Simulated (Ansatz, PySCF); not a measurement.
Reaction (SMILES): C=CCB(O)O [prop-2-enylboronic acid] + 6 [H][H] (H2) → B (BH3) + 3 C (CH4) + 2 O (H2O)
Structures are relaxed separately at B3LYP-D3(BJ)/def2-TZVP in Ansatz (a program for electronic structure), one conformer each, not searched for the lowest.

Quantity: energy of full hydrogenation (enthalpy at 298 K, with B3LYP-D3(BJ) rigid-rotor harmonic-oscillator terms from PySCF), in eV. Cores are frozen in the correlated levels unless marked. Spin-orbit coupling is left out. Non-relativistic unless marked X2C. Basis-set limits of correlation are two-point, X^-3; Hartree-Fock from the larger set.

| level | program | energy of full hydrogenation (eV) |
|---|---|---|
| r2SCAN0-D4/def2-TZVPD | Ansatz + dftd4 | -0.06 |
| HSE06-D3(BJ)/def2-TZVPD | Ansatz + dftd3 | -0.15 |
| CAM-B3LYP/def2-TZVPD | Ansatz | -0.20 |
| LC-wPBE-D4/def2-TZVPD | Ansatz + dftd4 | -0.20 |
| wB97X-V/def2-TZVPD | Ansatz | -0.12 |

Problem. Estimate the value at CCSD(T)/CBS(cc-pVTZ,cc-pVQZ) as computed with Ansatz.

Solution. 0.05 eV, so wB97X-V/def2-TZVPD differs from it by -0.17 eV.
